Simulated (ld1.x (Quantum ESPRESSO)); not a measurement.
# sulfur (S), TM: configuration errors across variants

```
Element                 : S (Z = 16)
Generator               : ld1.x (Quantum ESPRESSO) 7.5
Type                    : norm-conserving Troullier–Martins (Kleinman–Bylander form)
Functional              : Wu–Cohen
Relativity              : scalar-relativistic
Frozen core             : [Ne]
Valence charge          : 6
Reference configuration : 3s1.5 3p4.5
Partial waves           : 3p (bound): rc 1.65 bohr; 3s (bound): rc 1.10 bohr
Local potential         : the s channel
Core correction         : a·sin(br)/r model core, default radius (core density twice the valence density)
```

All-electron excitation energies from the reference (eV): (1) 3s2 3p4 -5.129; (2) 3s2 3p3 6.617; (3) 3s2 3p2 28.888; (4) 3s2 3p4.3 -6.829; (5) 3s2 3p0 109.775; (6) 3s0 3p6 15.569; (7) 3s1 3p4 17.474.

The default core radius of the base comes out at 0.88 bohr.

4 further variants failed, have other tests or another functional or relativity, and are left out.

Errors AE − PS in meV (a dash: test not solved or not reliable):

| change | (1) | (2) | (3) | (4) | (5) | (6) | (7) | bound ghosts |
| --- | --- | --- | --- | --- | --- | --- | --- | --- |
| base | -0.4 | +2.1 | +26 | +0.4 | +230 | -4.5 | +4.6 | none |
| all radii but the core radius scaled by about 0.84 (s 0.92, p 1.38 bohr) | -0.6 | +2.4 | +37 | +0.8 | +354 | -5.8 | +9.0 | none |
| core correction none | +1.8 | +5.8 | +34 | +2.2 | +313 | +32 | +6.4 | none |
| wave 3s (bound): rc 1.10 bohr becomes 3s (bound): rc 1.00 bohr | -0.8 | +1.9 | +30 | +0.3 | +283 | -7.8 | +6.0 | none |
| wave 3p (bound): rc 1.65 bohr becomes 3p (bound): rc 2.20 bohr | +0.4 | +1.7 | +20 | +1.3 | +143 | +3.1 | +6.8 | none |
| wave 3s (bound): rc 1.10 bohr becomes 3s (bound): rc 0.74 bohr | -6.1 | -118 | – | +15 | +692 | +101 | -19 | none |
| wave 3p (bound): rc 1.65 bohr becomes 3p (bound): rc 2.56 bohr | +0.7 | +1.4 | +17 | +1.6 | +110 | +5.2 | +7.5 | none |
| wave 3p (bound): rc 1.65 bohr becomes 3p (bound): rc 1.60 bohr | -0.4 | +2.1 | +26 | +0.4 | +231 | -4.7 | +4.6 | none |

Give the same row for: local potential the p channel.

-0.4, +1.4, +21, +0.1, +207, -5.2, +2.6; bound ghosts: none.
